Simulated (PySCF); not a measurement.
Several molecules and their computed UV-vis stick spectra, shuffled. Method: PySCF, TDDFT B3LYP/def2-SVPD, vertical, gas phase, core orbitals frozen in the response. Geometries: GFN2-xTB; one conformer of each isolated species. Triplets are in the Tamm–Dancoff approximation.

A. `Cc1cn(C)nn1`
B. `CC(C)(Cl)CF`
C. `CC(=O)[C@H](C)S`

Lowest singlet levels (six at most, fewer where fewer were computed) with oscillator strengths:

1. 5.55 eV (f 0.004); 6.27 eV (f 0.090); 6.41 eV (f 0.009); 6.69 eV (f 0.013); 6.85 eV (f 0.007); 6.95 eV (f 0.001); T1 4.53 eV
2. 4.25 eV (f 0.009); 4.96 eV (f 0.008); 5.74 eV (f 0.013); 6.27 eV (f 0.012); 6.49 eV (f 0.023); 6.69 eV (f 0.015); T1 3.72 eV
3. 7.15 eV (f 0.000); 7.18 eV (f 0.000); 7.89 eV (f 0.056); 7.93 eV (f 0.054); 8.55 eV (f 0.009); 8.63 eV (f 0.025); T1 6.51 eV

**Question.** Which spectrum belongs to which structure?

**Answer.** 1 = A, 2 = C, 3 = B.
- A: S1 at 5.55 eV, HOMO-1→LUMO (98%); Löwdin shares by element: HOMO carbon 48% or more, nitrogen 30% or more (atoms not listed hold the other 22%); LUMO nitrogen 58%, carbon 18% or more (atoms not listed hold the other 24%); HOMO -6.99 and LUMO -0.28 eV.
- B: S1 at 7.15 eV, HOMO→LUMO (93%); Löwdin shares by element: HOMO chlorine 77%, carbon 19% or more; LUMO chlorine 42%, carbon 29% or more, fluorine 5% (atoms not listed hold the other 24%); HOMO -8.39 and LUMO 0.01 eV; point group Cs, 2 of its 6 listed states under f = 0.0005.
- C: S1 at 4.25 eV, HOMO→LUMO (78%), HOMO-1→LUMO (19%); Löwdin shares by element: HOMO sulfur 50%, oxygen 20%, carbon 16% or more; LUMO carbon 40% or more, oxygen 27%, sulfur 20%; HOMO -6.85 and LUMO -1.20 eV.
